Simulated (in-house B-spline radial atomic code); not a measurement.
Inner levels of thulium as electrons are removed. A shift is the extra binding of the orbital against the neutral atom ([Xe] 4f13 6s2). Computed with a B-spline radial code for spherical atoms: non-relativistic Hartree-Fock, average of the configuration, point nuclei.

This level leaves out relativity, spin-orbit splitting included, which matters for heavy ions.

| ion | configuration | shift of 2s (eV) | shift of 3s (eV) | shift of 2p (eV) | radius of 2s (bohr) | radius of 3s (bohr) | radius of 2p (bohr) | Σ<r²> (bohr²) | change of density at nucleus (bohr⁻³) |
| --- | --- | --- | --- | --- | --- | --- | --- | --- | --- |
| Tm22+ | [Kr] 4d10 4f1 | 653.99 | 658.25 | 652.39 | 0.093108 | 0.23689 | 0.078968 | 6.6731 | 0.509 |
| Tm23+ | [Kr] 4d10 | 705.95 | 710.47 | 704.06 | 0.093114 | 0.23676 | 0.078974 | 6.2857 | 23.006 |
| Tm24+ | [Kr] 4d9 | 762.36 | 762.71 | 760.72 | 0.093104 | 0.23655 | 0.078964 | 5.9066 | 55.478 |
| Tm25+ | [Kr] 4d8 | ? | ? | ? | ? | ? | ? | ? | ? |
| Tm26+ | [Kr] 4d7 | 878.59 | 869.86 | 877.48 | 0.093082 | 0.23611 | 0.078943 | 5.1878 | 123.66 |
| Tm27+ | [Kr] 4d6 | 938.39 | 924.75 | 937.58 | 0.09307 | 0.23587 | 0.078932 | 4.8468 | 159.38 |
| Tm28+ | [Kr] 4d5 | ? | ? | ? | ? | ? | ? | ? | ? |
| Tm29+ | [Kr] 4d4 | 1061.35 | 1037.14 | 1061.19 | 0.093045 | 0.23537 | 0.078907 | 4.1987 | 234.08 |
| Tm30+ | [Kr] 4d3 | 1124.5 | 1094.62 | 1124.68 | 0.093032 | 0.2351 | 0.078894 | 3.8905 | 273.06 |

Q: Fill in the row of Tm25+.

A: shift of 2s (eV): 819.91; shift of 3s (eV): 815.84; shift of 2p (eV): 818.53; radius of 2s (bohr): 0.093093; radius of 3s (bohr): 0.23634; radius of 2p (bohr): 0.078954; Σ<r²> (bohr²): 5.5408; change of density at nucleus (bohr⁻³): 89.02.

Q: Fill in the row of Tm28+.

A: shift of 2s (eV): 999.32; shift of 3s (eV): 980.52; shift of 2p (eV): 998.82; radius of 2s (bohr): 0.093058; radius of 3s (bohr): 0.23562; radius of 2p (bohr): 0.07892; Σ<r²> (bohr²): 4.5173; change of density at nucleus (bohr⁻³): 196.2.
